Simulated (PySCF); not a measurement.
C2H3ClF2Si, SMILES F[SiH](F)/C=C\Cl. Atoms are numbered in the order given.

```xyz
9

F      2.0586    -1.5975    -0.3622
Si     1.0660    -0.3184    -0.1629
F      1.1541     0.5588    -1.5337
C     -0.6435    -1.0092     0.0795
C     -1.7048    -0.2976     0.5024
Cl    -1.6353     1.4077     0.8431
H      1.5796     0.5167     0.9583
H     -0.8170    -2.0837    -0.1076
H     -2.7105    -0.7166     0.6699
```

Geometry: PBE-D3(BJ)/def2-SVP. The structure was generated by enumeration; whether it is a known compound was not checked. Other conformers were not sampled.

These are PBE-D3(BJ)/def2-SVP (PySCF) values and carry that method's errors.

Frequencies are harmonic and unscaled.

Computed harmonic wavenumbers and intensities:
```csv
mode,ν (cm⁻¹),IR (km/mol),moving atoms (share of kinetic energy)
1,36,1.0,"F 53 %, Cl 23 %, C 12 %"
2,100,1.1,"Cl 42 %, F 30 %, C 12 %, Si 11 %"
3,175,1.6,"F 43 %, C 22 %, Si 13 %, H 12 %, Cl 10 %"
4,238,10.6,"F 47 %, Si 19 %, C 16 %, H 11 %"
5,301,14.1,"F 62 %, Si 19 %, C 13 %"
6,415,25.9,"C 52 %, F 18 %, Si 16 %, H 13 %"
7,506,0.6,"C 65 %, Cl 11 %, H 10 %, Si 8 %"
8,665,26.2,"C 55 %, Cl 16 %, Si 14 %, H 11 %"
9,685,53.5,"H 72 %, C 23 %"
10,783,71.9,"H 51 %, C 18 %, F 15 %, Si 10 %"
11,793,45.1,"H 64 %, C 27 %"
12,810,24.3,"H 67 %, F 19 %, C 10 %"
13,862,252.1,"F 43 %, Si 42 %, H 14 %"
14,920,1.8,"H 78 %, C 21 %"
15,942,191.7,"Si 49 %, F 39 %, H 10 %"
16,1107,5.8,"H 89 %, C 9 %"
17,1268,14.9,"H 76 %, C 23 %"
18,1600,135.3,C 96 %
19,2243,88.7,H 97 %
20,3096,2.4,H 92 %
21,3125,1.4,"H 91 %, C 9 %"
```
